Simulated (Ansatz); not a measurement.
The same path of C$_{2}$H$_{6}$AlIO (11 atoms, charge 0, multiplicity 1) was run twice with different band settings. The coordinate that changes most is the dihedral Al2–C3–O4–H11.

Method: RKS PBE-D4/def2-SVP (Ansatz 0.2.0).

Relaxed end points:

```xyz
11
Properties=species:S:1:pos:R:3
C -1.611 -0.156 0.283
Al 0.153 0.513 0.888
C 1.567 -0.310 -0.303
O 1.291 -1.056 -1.356
I 1.117 2.365 -0.768
H -1.674 -0.375 -0.806
H -2.400 0.602 0.477
H -1.912 -1.076 0.830
H 0.549 0.811 2.406
H 2.668 -0.172 -0.239
H 0.317 -1.203 -1.391
```

```xyz
11
Properties=species:S:1:pos:R:3
C -1.845 -0.056 0.465
Al 0.017 0.419 0.871
C 1.432 -0.350 -0.348
O 1.134 -1.146 -1.367
I 1.003 2.208 -0.914
H -1.993 -0.253 -0.616
H -2.542 0.757 0.757
H -2.159 -0.966 1.021
H 0.594 0.779 2.322
H 2.521 -0.164 -0.211
H 1.902 -1.285 -1.961
```

Common settings: movable images 5; climbing image yes; spring 5.0 eV/Å²; optimiser quadratic models (default); start path IDPP; iteration limit 60; end points relaxed.

| run | force threshold |
| --- | --- |
| 1 | 0.03 eV/Å |
| 2 | 0.2 eV/Å |

(1) What does each run give, and how far can it be trusted?

## Answers

(1) Run 1: converged after 11 iterations, highest image 0.651 eV above the first end. A vibrational analysis at the climbing image gives one clearly imaginary mode, 733i cm⁻¹: a first-order saddle point.
Run 2: converged after 7 iterations, highest image 0.652 eV above the first end. The threshold of 0.2 eV/Å is loose, so the images may lie well off the minimum-energy path. Another band between the same ends (5 images) ends at a top of the same energy, where a vibrational analysis finds 1 clearly imaginary mode.
